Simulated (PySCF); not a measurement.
**C3H7Si2: g tensor and hyperfine couplings**

Species: C3H7Si2 (doublet state).
Atom-mapped SMILES: `[SiH3:1][C@H:2]1[C:3]=[CH:4][SiH2:5]1` (hydrogens: H6, H7, H8 on Si1; H9 on C2; H10 on C4; H11, H12 on Si5)

Geometry (GFN2-xTB, Å), atoms numbered from 1 in this order:
```
atom  x, y, z in Å
Si1    1.853   -0.035    0.356
C2     0.258   -0.013   -0.664
C3    -0.545   -1.266   -0.565
C4    -1.733   -1.034   -0.021
Si5   -1.351    0.816    0.056
H6     1.539   -0.319    1.758
H7     2.480    1.286    0.249
H8     2.767   -1.060   -0.155
H9     0.486    0.245   -1.699
H10   -2.531   -1.711    0.216
H11   -1.183    1.436    1.366
H12   -2.039    1.655   -0.921
```

Theory: UKS B3LYP, pcH-1 on C H Si, non-relativistic, mean-field spin-orbit, GIAO in PySCF 2.14.0. Geometry: GFN2-xTB; no solvent, vibrations or thermal averaging. Couplings are sensitive to structure, and on GFN2-xTB geometries they can be far from those on DFT ones. Stability of the SCF solution: not tested.

- g1, g2, g3: 2.00005, 2.00147, 2.00209
- g_iso: 2.00120
- Form of g: rhombic: the two nearest values differ by 31 % of g3 − g1
- ⟨S²⟩: 0.7563 (exact 0.7500)
- α and β electrons: 27, 26
- HOMO–LUMO gap, α and β orbitals: 5.66, 4.69 eV
- Total energy: -697.42613 Eh

Isotropic coupling and dipolar principal values T1 to T3, in MHz; ρ(0) is the spin density at the nucleus:

```json
{"atom": "Si1", "isotope": "29Si", "a_iso": "-8.0", "of which spin–orbit": "0.0", "T1": "-1.5", "T2": "0.7", "T3": "0.8", "Mulliken spin population": "0.00", "ρ(0) (bohr⁻³)": "0.0090"}
{"atom": "C2", "isotope": "13C", "a_iso": "34.9", "of which spin–orbit": "0.0", "T1": "-11.6", "T2": "-10.0", "T3": "21.6", "Mulliken spin population": "0.05", "ρ(0) (bohr⁻³)": "0.0311"}
{"atom": "C3", "isotope": "13C", "a_iso": "321.9", "of which spin–orbit": "-0.1", "T1": "-69.7", "T2": "-54.6", "T3": "124.3", "Mulliken spin population": "0.83", "ρ(0) (bohr⁻³)": "0.2864"}
{"atom": "C4", "isotope": "13C", "a_iso": "6.7", "of which spin–orbit": "0.0", "T1": "-21.0", "T2": "-3.3", "T3": "24.3", "Mulliken spin population": "-0.06", "ρ(0) (bohr⁻³)": "0.0060"}
{"atom": "Si5", "isotope": "29Si", "a_iso": "-197.9", "of which spin–orbit": "0.1", "T1": "-15.9", "T2": "5.9", "T3": "9.9", "Mulliken spin population": "0.11", "ρ(0) (bohr⁻³)": "0.2228"}
{"atom": "H6", "isotope": "1H", "a_iso": "0.0", "of which spin–orbit": "0.0", "T1": "-2.0", "T2": "-1.5", "T3": "3.5", "Mulliken spin population": "0.00", "ρ(0) (bohr⁻³)": "0.0000"}
{"atom": "H7", "isotope": "1H", "a_iso": "-1.1", "of which spin–orbit": "0.0", "T1": "-1.3", "T2": "-1.0", "T3": "2.3", "Mulliken spin population": "0.00", "ρ(0) (bohr⁻³)": "-0.0002"}
{"atom": "H8", "isotope": "1H", "a_iso": "1.0", "of which spin–orbit": "0.0", "T1": "-2.1", "T2": "-1.8", "T3": "3.9", "Mulliken spin population": "0.00", "ρ(0) (bohr⁻³)": "0.0002"}
{"atom": "H9", "isotope": "1H", "a_iso": "3.1", "of which spin–orbit": "0.0", "T1": "-7.6", "T2": "-4.3", "T3": "11.9", "Mulliken spin population": "0.00", "ρ(0) (bohr⁻³)": "0.0007"}
{"atom": "H10", "isotope": "1H", "a_iso": "39.8", "of which spin–orbit": "0.0", "T1": "-7.3", "T2": "-4.5", "T3": "11.8", "Mulliken spin population": "0.01", "ρ(0) (bohr⁻³)": "0.0089"}
{"atom": "H11", "isotope": "1H", "a_iso": "52.5", "of which spin–orbit": "0.0", "T1": "-2.3", "T2": "-0.3", "T3": "2.7", "Mulliken spin population": "0.03", "ρ(0) (bohr⁻³)": "0.0117"}
{"atom": "H12", "isotope": "1H", "a_iso": "39.0", "of which spin–orbit": "0.0", "T1": "-2.4", "T2": "-0.4", "T3": "2.8", "Mulliken spin population": "0.02", "ρ(0) (bohr⁻³)": "0.0087"}
```

The largest Mulliken spin populations are on C3 (+0.83) and Si5 (+0.11). No atom but C3 exceeds +0.15.

Under fast tumbling the dipolar parts average out, and these isotropic splittings remain: 1 × 1H (H11, I = 1/2, 2 lines) with 1.87 mT, 1 × 1H (H10, I = 1/2, 2 lines) with 1.42 mT, 1 × 1H (H12, I = 1/2, 2 lines) with 1.39 mT and 1 × 1H (H9, I = 1/2, 2 lines) with 0.11 mT.

The 13C coupling of C3 (321.9 MHz) shows only in satellite lines or after enrichment, since that isotope makes up about 1.07 % of natural carbon.

The 29Si coupling of Si5 (-197.9 MHz) shows only in satellite lines or after enrichment, since that isotope makes up about 4.7 % of natural silicon.
